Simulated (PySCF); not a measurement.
**Bond curve of CaN**

Set-up: basis Ca aug-pcseg-1, N aug-pcseg-1; no relativity; PySCF 2.14. Energies in eV from Ca + N in their ground configurations at the same level. State: ⁴Σ⁻ (quartet), unpaired electrons σ ↑, π ↑↑.

All columns are PBE0. A positive dipole means Ca(−)N(+).

| R (Å) | E (eV) | μ (D) | Mulliken charge on Ca (basis-dependent) | HOMO (eV) | LUMO (eV) | Mayer bond order | ⟨S²⟩ |
| --- | --- | --- | --- | --- | --- | --- | --- |
| 1.943 | -0.927 | -2.69 | 0.80 | -3.99 | -2.59 | 0.42 | 3.75 |
| 2.033 | -1.273 | -3.01 | 0.82 | -4.08 | -2.32 | 0.39 | 3.76 |
| 2.123 | -1.462 | -3.32 | 0.81 | -4.16 | -2.10 | 0.40 | 3.76 |
| 2.191 | -1.527 | -3.53 | 0.80 | -4.21 | -2.04 | 0.42 | 3.76 |
| 2.259 | -1.542 | -3.72 | 0.79 | -4.27 | -2.11 | 0.45 | 3.76 |
| 2.327 | -1.521 | -3.90 | 0.77 | -4.32 | -2.18 | 0.49 | 3.76 |
| 2.417 | -1.452 | -4.11 | 0.73 | -4.39 | -2.25 | 0.54 | 3.76 |
| 2.530 | -1.325 | -4.29 | 0.68 | -4.46 | -2.33 | 0.61 | 3.76 |
| 2.666 | -1.145 | -4.39 | 0.61 | -4.53 | -2.39 | 0.67 | 3.77 |
| 2.846 | -0.904 | -4.27 | 0.51 | -4.59 | -2.44 | 0.70 | 3.79 |

A fit through these points gives, at Re = 2.251 Å, μ = -3.70 D and dμ/dR = -2.82 D/Å; the reduced mass is 10.37 u.

**Question.** How strong is the fundamental in the double-harmonic approximation, I = 42.26·(dμ/dR)²/μred km/mol?

**Answer.** I = 42.26·(-2.82)²/10.37 = 32.4 km/mol at PBE0.

The state was picked by a PBE0 search and need not be the measured ground state.
